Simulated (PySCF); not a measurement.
## Telling isomers of C11H12 apart by NMR

Fast rotation and ring inversion assumed for equivalent nuclei, single conformer, non-relativistic, no solvent. Shielding tensors at PBE0/pcSseg-1 (GIAO); geometry from GFN2-xTB; PySCF 2.14.

Referencing at the same level of theory: 1H (σref 31.72), 13C (σref 186.93) vs TMS. Where no couplings were computed, multiplicities follow the n + 1 count of equivalent neighbours, and m marks all less simple cases (inequivalent or close neighbours, rings, F or P nearby). Shifts are as computed. Against solution values, carbons near 30 ppm lie about +3 ppm off and those near 130 ppm about +5 ppm. Of 1211 compounds with measured shifts, 218 miss one by over three times the rms of a fit or turn the order of signals round; such compounds aren't used in these exercises.

(1) Tabulate the signals of `C#C[C@@H]1C[C@H]1C1=CCC=CC1`, `C=C[C@@H](C)c1cccc2c1C2`, `CC#CCc1ccccc1C`, `C=C1C[C@]1(C)c1ccccc1` and their relative energies.

(2) What is the quickest way to tell C=C[C@@H](C)c1cccc2c1C2 from C=C1C[C@]1(C)c1ccccc1?

(3) What is the quickest way to tell C#C[C@@H]1C[C@H]1C1=CCC=CC1 from C=C[C@@H](C)c1cccc2c1C2?

(4) What is the quickest way to tell C#C[C@@H]1C[C@H]1C1=CCC=CC1 from CC#CCc1ccccc1C?

Results:

(1) 
| SMILES | carbon types | δC | δH | E rel. (kcal/mol) |
| --- | --- | --- | --- | --- |
| C#C[C@@H]1C[C@H]1C1=CCC=CC1 | 2×C 6×CH 3×CH2 | 141.5, 131.7, 130.9, 123.3, 92.3, 70.4, 34.8, 32.3, 31.5, 13.8, 12.9 | 6.04 (m, 1H), 5.97 (m, 1H), 5.50 (m, 1H), 3.05 (m, 1H), 3.00 (m, 1H), 2.99 (m, 1H), 2.79 (m, 1H), 1.46 (m, 1H), 1.20 (d, 1H), 1.20 (m, 1H), 0.87 (m, 1H), 0.87 (m, 1H) | 45.2 |
| C=C[C@@H](C)c1cccc2c1C2 | 3×C 5×CH 2×CH2 1×CH3 | 152.1, 139.8, 135.2, 133.5, 133.4, 127.6, 119.5, 116.2, 49.0, 28.6, 22.2 | 7.38 (m, 1H), 7.37 (m, 1H), 7.18 (d, 1H), 6.87 (m, 1H), 5.46 (m, 1H), 5.33 (m, 1H), 3.45 (m, 1H), 3.39 (m, 1H), 3.32 (m, 1H), 1.29 (d, 3H) | 38.2 |
| CC#CCc1ccccc1C | 4×C 4×CH 1×CH2 2×CH3 | 142.8, 142.6, 135.7, 134.4, 132.6, 131.6, 84.0, 83.7, 27.9, 22.2, 4.7 | 7.48 (m, 1H), 7.46 (m, 1H), 7.43 (m, 1H), 7.39 (m, 1H), 3.47 (s, 2H), 2.66 (s, 3H), 1.92 (s, 3H) | 0.0 |
| C=C1C[C@]1(C)c1ccccc1 | 3×C 5×CH 2×CH2 1×CH3 | 155.3, 151.7, 133.6, 130.6, 130.5, 109.5, 26.1, 25.1, 23.7 | 7.56 (m, 2H), 7.47 (m, 2H), 7.44 (m, 1H), 5.96 (m, 1H), 5.95 (m, 1H), 1.62 (s, 3H), 1.44 (m, 1H), 1.20 (m, 1H) | 3.6 |

Energies are electronic energies at PBE0/pcSseg-1 on these geometries, without zero-point or thermal terms, each for the one conformer computed, which needn't be the lowest.

(2) Count the carbon signals: 11 against 9. The first has an sp3 CH on an aromatic ring at 49.0 ppm, the second a three-membered-ring carbon (C) at 25.1 ppm. Their most deshielded carbons lie at 152.1 and 155.3 ppm.

(3) Both give the same number of carbon signals, but DEPT or the intensities differ. The first has a three-membered-ring carbon (CH) at 12.9 ppm, the second a terminal =CH2 carbon at 119.5 ppm. Their most deshielded carbons lie at 141.5 and 152.1 ppm. In the proton spectra the most deshielded non-exchanging signals are 6.04 (m, 1H) and 7.38 (m, 1H).

(4) Both give the same number of carbon signals, but DEPT or the intensities differ. The first has a terminal alkyne carbon (CH) at 70.4 ppm, the second a methyl carbon on an aromatic ring (CH3) at 22.2 ppm. Their most deshielded carbons lie at 141.5 and 142.8 ppm. In the proton spectra the most deshielded non-exchanging signals are 6.04 (m, 1H) and 7.48 (m, 1H).
